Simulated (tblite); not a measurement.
A geometry optimisation, step by step.

Compound: C₅H₅Cl₃Si.
Atom-mapped SMILES: `[Cl:1][C:2]([Cl:3])([Cl:4])[C:5]1=[CH:6][SiH2:7][CH:8]=[CH:9]1` (hydrogens: H10 on C6; H11, H12 on Si7; H13 on C8; H14 on C9)

Computed with GFN2-xTB (tblite), gas phase: L-BFGS steps from a force-field or distance-geometry start until the largest atomic force falls under 0.01 eV/Å. 8 of its 27 geometries are shown.

Step 0: E = -777.3795 eV, largest atomic force 1.186 eV/Å
```
atom  x, y, z in Å  |  force x, y, z in eV/Å
Cl1     2.769    0.424    1.560   -0.198  -0.145  -0.345
C2      2.122   -0.118   -0.036   -0.512   0.133  -0.051
Cl3     2.619   -1.835   -0.286   -0.179   0.405   0.073
Cl4     2.926    0.871   -1.305   -0.356  -0.301   0.373
C5      0.606   -0.002   -0.044   -0.431   0.647  -0.896
C6     -0.163    0.740   -0.896    1.051  -0.277   0.304
Si7    -1.994    0.580   -0.547   -0.354  -0.002  -0.012
C8     -1.529   -0.583    0.845   -0.247  -0.309   0.354
C9     -0.198   -0.752    0.931   -0.450  -0.075   0.204
H10     0.168    1.377   -1.695    0.594  -0.111   0.074
H11    -2.585    1.843   -0.053    0.083  -0.272  -0.202
H12    -2.716   -0.107   -1.645    0.141   0.261   0.261
H13    -2.288   -1.048    1.476    0.712  -0.031  -0.025
H14     0.263   -1.391    1.671    0.147   0.078  -0.113
```

Step 4: E = -777.5281 eV, largest atomic force 0.382 eV/Å
```
atom  x, y, z in Å  |  force x, y, z in eV/Å
Cl1     2.738    0.410    1.528   -0.125   0.111   0.291
C2      2.065   -0.106   -0.040    0.085  -0.112   0.073
Cl3     2.590   -1.796   -0.278   -0.140  -0.296  -0.038
Cl4     2.883    0.846   -1.272   -0.040   0.245  -0.290
C5      0.579    0.004   -0.061   -0.248   0.079   0.029
C6     -0.138    0.753   -0.910   -0.220   0.001  -0.012
Si7    -1.988    0.573   -0.540    0.206   0.099  -0.092
C8     -1.539   -0.591    0.851    0.003  -0.066   0.088
C9     -0.216   -0.746    0.931    0.290  -0.024  -0.060
H10     0.260    1.368   -1.693    0.309  -0.021  -0.003
H11    -2.580    1.819   -0.077   -0.064   0.115   0.000
H12    -2.706   -0.078   -1.623   -0.085  -0.030  -0.129
H13    -2.230   -1.078    1.508    0.000  -0.178   0.216
H14     0.282   -1.377    1.654    0.029   0.075  -0.074
```

Step 7: E = -777.5645 eV, largest atomic force 0.232 eV/Å
```
atom  x, y, z in Å  |  force x, y, z in eV/Å
Cl1     2.710    0.415    1.543   -0.132   0.027   0.043
C2      2.049   -0.110   -0.037    0.104   0.041  -0.047
Cl3     2.560   -1.808   -0.278   -0.130  -0.056  -0.009
Cl4     2.859    0.857   -1.286   -0.048   0.018  -0.013
C5      0.559    0.012   -0.064    0.224   0.030  -0.051
C6     -0.142    0.764   -0.924    0.195  -0.036   0.028
Si7    -1.975    0.577   -0.544   -0.212  -0.041   0.040
C8     -1.538   -0.601    0.862    0.054  -0.008   0.016
C9     -0.209   -0.745    0.925   -0.183   0.020  -0.006
H10     0.326    1.359   -1.689   -0.018  -0.031   0.039
H11    -2.584    1.821   -0.087   -0.015   0.067   0.013
H12    -2.709   -0.068   -1.627   -0.013  -0.014  -0.049
H13    -2.204   -1.108    1.542    0.063   0.015  -0.033
H14     0.298   -1.367    1.642    0.111  -0.032   0.031
```

Step 11: E = -777.5720 eV, largest atomic force 0.057 eV/Å
```
atom  x, y, z in Å  |  force x, y, z in eV/Å
Cl1     2.691    0.419    1.549   -0.033   0.008   0.007
C2      2.057   -0.108   -0.040   -0.041  -0.013   0.013
Cl3     2.541   -1.815   -0.279   -0.036  -0.002  -0.004
Cl4     2.853    0.861   -1.289    0.041  -0.008   0.007
C5      0.570    0.012   -0.064   -0.045   0.007  -0.009
C6     -0.136    0.761   -0.921   -0.051  -0.002   0.007
Si7    -1.983    0.576   -0.542    0.051   0.017  -0.018
C8     -1.536   -0.601    0.863    0.057  -0.003   0.000
C9     -0.208   -0.744    0.924    0.046   0.001   0.003
H10     0.335    1.356   -1.686   -0.048  -0.014   0.020
H11    -2.586    1.828   -0.088    0.011  -0.009  -0.011
H12    -2.712   -0.068   -1.633    0.010   0.011   0.002
H13    -2.195   -1.112    1.545    0.019   0.006  -0.014
H14     0.309   -1.365    1.639    0.019   0.002  -0.003
```

Step 15: E = -777.5736 eV, largest atomic force 0.054 eV/Å
```
atom  x, y, z in Å  |  force x, y, z in eV/Å
Cl1     2.677    0.421    1.552   -0.005  -0.004   0.010
C2      2.053   -0.108   -0.040    0.010   0.006  -0.008
Cl3     2.527   -1.817   -0.280   -0.004  -0.009   0.005
Cl4     2.858    0.859   -1.287    0.023  -0.014   0.014
C5      0.568    0.013   -0.066    0.005   0.012  -0.004
C6     -0.140    0.761   -0.920    0.009   0.015  -0.021
Si7    -1.981    0.576   -0.542   -0.023  -0.018   0.021
C8     -1.528   -0.601    0.862   -0.018  -0.006   0.007
C9     -0.201   -0.744    0.925   -0.012  -0.004  -0.002
H10     0.328    1.354   -1.683   -0.005   0.033  -0.042
H11    -2.584    1.828   -0.090    0.005  -0.002   0.000
H12    -2.710   -0.066   -1.634    0.006   0.002   0.004
H13    -2.187   -1.112    1.542   -0.006  -0.011   0.014
H14     0.318   -1.365    1.639    0.016   0.000   0.002
```

Step 19: E = -777.5743 eV, largest atomic force 0.040 eV/Å
```
atom  x, y, z in Å  |  force x, y, z in eV/Å
Cl1     2.670    0.421    1.555    0.001  -0.013  -0.002
C2      2.053   -0.107   -0.041    0.002  -0.003   0.011
Cl3     2.520   -1.819   -0.278   -0.001   0.006   0.012
Cl4     2.867    0.855   -1.283    0.007  -0.004   0.003
C5      0.568    0.016   -0.068    0.004  -0.003  -0.011
C6     -0.141    0.764   -0.924   -0.003  -0.003   0.007
Si7    -1.983    0.573   -0.538    0.016   0.008  -0.009
C8     -1.527   -0.603    0.864    0.004  -0.005   0.002
C9     -0.199   -0.744    0.924    0.005   0.021  -0.017
H10     0.322    1.360   -1.690   -0.012  -0.010   0.012
H11    -2.582    1.828   -0.091   -0.006   0.004   0.011
H12    -2.708   -0.064   -1.634   -0.009  -0.011  -0.003
H13    -2.185   -1.115    1.545    0.003  -0.010   0.012
H14     0.325   -1.363    1.637   -0.012   0.024  -0.029
```

Step 22: E = -777.5746 eV, largest atomic force 0.022 eV/Å
```
atom  x, y, z in Å  |  force x, y, z in eV/Å
Cl1     2.668    0.419    1.556    0.006  -0.004   0.012
C2      2.053   -0.107   -0.040   -0.005  -0.004  -0.001
Cl3     2.517   -1.820   -0.277    0.005  -0.010   0.007
Cl4     2.871    0.853   -1.281    0.005   0.003  -0.003
C5      0.568    0.017   -0.070   -0.002   0.007  -0.002
C6     -0.141    0.765   -0.925   -0.005   0.002  -0.004
Si7    -1.982    0.573   -0.538   -0.017   0.005  -0.008
C8     -1.527   -0.604    0.865   -0.007   0.011  -0.012
C9     -0.199   -0.742    0.922   -0.010  -0.001  -0.001
H10     0.320    1.361   -1.692    0.000  -0.002   0.003
H11    -2.582    1.828   -0.090    0.000  -0.008   0.006
H12    -2.708   -0.065   -1.634    0.000  -0.003   0.009
H13    -2.183   -1.117    1.547    0.021   0.004  -0.007
H14     0.326   -1.360    1.634    0.008  -0.001   0.001
```

Step 26: E = -777.5747 eV, largest atomic force 0.010 eV/Å
```
atom  x, y, z in Å  |  force x, y, z in eV/Å
Cl1     2.667    0.417    1.558   -0.002  -0.003  -0.003
C2      2.053   -0.108   -0.040    0.000   0.001   0.001
Cl3     2.517   -1.821   -0.274   -0.001   0.002   0.003
Cl4     2.874    0.852   -1.280   -0.004  -0.003   0.004
C5      0.568    0.019   -0.072    0.001   0.001  -0.001
C6     -0.143    0.765   -0.926    0.002   0.002  -0.003
Si7    -1.984    0.573   -0.539    0.004   0.001  -0.001
C8     -1.527   -0.603    0.864    0.008  -0.001   0.001
C9     -0.199   -0.740    0.920    0.008   0.000  -0.001
H10     0.318    1.361   -1.693    0.004   0.003  -0.004
H11    -2.583    1.827   -0.088   -0.006   0.003   0.006
H12    -2.709   -0.067   -1.633   -0.008  -0.005  -0.002
H13    -2.180   -1.118    1.548   -0.003   0.002  -0.003
H14     0.327   -1.358    1.632   -0.003  -0.002   0.003
```

Q: Summarise the path.

A: The energy falls by 4.50 kcal/mol from step 0 to step 26; nine tenths of that is first reached at step 6. It falls at every step. The largest force goes from 1.186 to 0.010 eV/Å. Among the bonds C2–C5 changes most, from 1.521 to 1.491 Å; the atoms move by 0.080 Å rms after alignment.

The cost below is that of the whole relaxation. Time: 1.0 s wall, 0.89 s CPU. Hardware: one thread of an AMD EPYC, shared host with 64 logical CPUs at a one-minute load of 10.
